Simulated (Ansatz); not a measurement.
Isomers of Na3Br4 (doublet), relaxed with r2SCAN-D4/def2-SVP; total energies from Ansatz at r2SCAN0-D4/def2-SVP.

```csv
isomer,description,energy (Eh)
A,point group Cs; 9 × Br–Na 2.65 to 3.38 Å,-10782.28755
B,point group not assigned; 8 × Br–Na 2.67 to 2.87 Å,-10782.28909
```

The isomers come from a short search, and lower ones may exist.

Task: Work out the relative energies (1 Eh = 2625.5 kJ/mol) and the Boltzmann populations at 1200 K from electronic energies alone (R = 8.314 J/mol/K).

Result: ΔE: A 4.0, B 0.0 kJ/mol. RT = 9.98 kJ/mol. Factors exp(−ΔE/RT): A 0.67, B 1; sum 1.670. Populations: A 40.1 %, B 59.9 %. Zero-point energy, vibrational entropy and symmetry numbers are left out and can shift these; an error of 4 kJ/mol changes a ratio by a factor of 1.5. Over the other density-functional and correlated levels in def2 sets, the gap between B and A ranges from 2 to 11 kJ/mol.
